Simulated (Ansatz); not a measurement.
`FC[SiH2][GaH2]` + H–F → `FC[SiH2]F` + `[GaH3]`  (cleavage of the Si–Ga bond)

Gas-phase electronic energies from Ansatz, PBE0-D4/def2-TZVP geometries. CBS: MP2 limit from def2 TZ/QZ plus the TZ coupled-cluster correction, frozen cores. This one scheme is used for every species. DFT in def2-TZVPP. B3LYP here is the variant with VWN-RPA as its local correlation; programs differ in this. HSE06 is defined as in plane-wave codes. For Ga outer-core shells are correlated without core-valence functions, which leaves a few kJ/mol of doubt a bond. Scalar relativity is left out up to krypton. One conformer a species, not always the lowest.

| level | ΔE (kJ/mol) | difference from CCSD(T)/CBS |
| --- | --- | --- |
| LDA (SPW92) | -87.2 | 17.0 |
| PBE-D4 | -88.0 | 16.2 |
| BLYP-D4 | -105.7 | -1.5 |
| r2SCAN-D4 | -106.6 | -2.4 |
| B97M-V | -118.5 | -14.3 |
| B3LYP-D4 | -110.8 | -6.6 |
| r2SCANh-D4 | -107.4 | -3.2 |
| r2SCAN0-D4 | -108.5 | -4.3 |
| HSE06-D4 | -94.9 | 9.3 |
| BHLYP-D4 | -119.5 | -15.3 |
| ωB97X-V | -112.5 | -8.3 |
| ωB97M-V | -111.5 | -7.3 |
| B2PLYP | -118.0 | -13.8 |
| PBE-QIDH | -106.1 | -1.9 |
| revPBE | -98.3 | 5.9 |
| BLYP | -117.5 | -13.3 |
| r2SCAN | -108.1 | -3.9 |
| PBE0 | -100.5 | 3.7 |
| B3LYP | -120.7 | -16.5 |
| r2SCANh | -109.0 | -4.8 |
| r2SCAN0 | -110.4 | -6.2 |
| HSE06 | -100.2 | 4.0 |
| BHLYP | -130.1 | -25.9 |
| LC-ωPBE | -111.0 | -6.8 |
| RPA@PBE/def2-TZVPP | -106.6 | -2.4 |
| HF/def2-SVP | -127.0 | -22.8 |
| MP2/def2-SVP | -100.3 | 3.9 |
| CCSD/def2-SVP | -99.0 | 5.2 |
| CCSD(T)/def2-SVP | -95.0 | 9.2 |
| HF/def2-TZVPP | -150.0 | -45.8 |
| MP2/def2-TZVPP | -109.1 | -4.9 |
| SCS-MP2/def2-TZVPP | -118.1 | -13.9 |
| CCSD/def2-TZVPP | -111.6 | -7.4 |
| CCSD(T)/def2-TZVPP | -105.3 | -1.1 |
| HF/def2-QZVPP | -154.0 | -49.8 |
| MP2/def2-QZVPP | -109.9 | -5.7 |
| SCS-MP2/def2-QZVPP | -119.2 | -15.0 |
| HF/CBS(def2) | -154.5 | -50.3 |
| MP2/CBS(def2) | -108.1 | -3.9 |
| CCSD/CBS(def2) | -110.5 | -6.3 |
| CCSD(T)/CBS | -104.2 | 0 |

Q: What do rigid-rotor, harmonic-oscillator terms from PBE0-D4/def2-TZVP frequencies (298.15 K, 1 bar) make of the CCSD(T)/CBS value? (Best estimate.)

A: The calculation gave: ΔZPE = -3.9 kJ/mol, ΔH = -110.9 kJ/mol, ΔS = -1 J/(mol·K), ΔG = -110.6 kJ/mol.

Largest T1 diagnostic among the species: 0.013.

From BLYP to BHLYP (50 % exact exchange), in def2-TZVPP and without D4, ΔE moves by −12.7 kJ/mol. In def2-TZVPP, CCSD(T) changes the Hartree–Fock value by +44.7 kJ/mol (the triples alone add +6.3 kJ/mol) and MP2 by +40.8 kJ/mol. The D4 term adds +9.9 kJ/mol with B3LYP and +5.4 kJ/mol with PBE0; it sums over pairs of atoms, weighted by their polarisabilities, and B3LYP, whose exchange is more repulsive, gets the larger term.

CCSD(T)/CBS has its own doubt, a few kJ/mol and more with outer-core shells, so smaller differences from it don't rank the levels.
